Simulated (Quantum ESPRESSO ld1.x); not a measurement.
The bismuth ion Bi49+, 34 electrons, occupied as [Ar] 3d10 4s2 4p4. Calculated with ld1.x of Quantum ESPRESSO 7.5: scalar-relativistic Kohn-Sham, LDA (Slater exchange, VWN5 correlation), spin-polarised, spherical densities, point nucleus; open shells are filled with parallel spins first. Some entries of the table are withheld. Estimate them.

| orbital | occ. | eigenvalue (hartree) | <1/r> (bohr^-1) | <r^2> (bohr^2) |
|---|---|---|---|---|
| 1s up | 1 | -3425.20 | 103.3 | 0.0003463 |
| 1s down | 1 | -3425.10 | 103.3 | 0.0003463 |
| 2s up | 1 | -692.723 | 24.30 | 0.005232 |
| 2s down | 1 | -692.663 | 24.30 | 0.005232 |
| 2p up | 3 | -606.434 | 21.24 | 0.004472 |
| 2p down | 3 | -606.354 | 21.24 | 0.004472 |
| 3s up | 1 | -234.747 | 9.141 | 0.03272 |
| 3s down | 1 | -234.659 | 9.142 | 0.03270 |
| 3p up | 3 | -209.942 | 8.266 | 0.03366 |
| 3p down | 3 | -209.845 | 8.268 | 0.03364 |
| 3d up | 5 | -185.931 | 7.752 | 0.02750 |
| 3d down | 5 | -185.842 | 7.754 | 0.02748 |
| 4s up | 1 | -112.128 | 4.453 | 0.1281 |
| 4s down | 1 | -111.791 | 4.454 | 0.1281 |
| 4p up | 3 | -102.825 | (1) | 0.1375 |
| 4p down | 1 | -102.490 | (2) | 0.1376 |

Answer. 
(1) 4p up <1/r> (bohr^-1): 4.112
(2) 4p down <1/r> (bohr^-1): 4.112
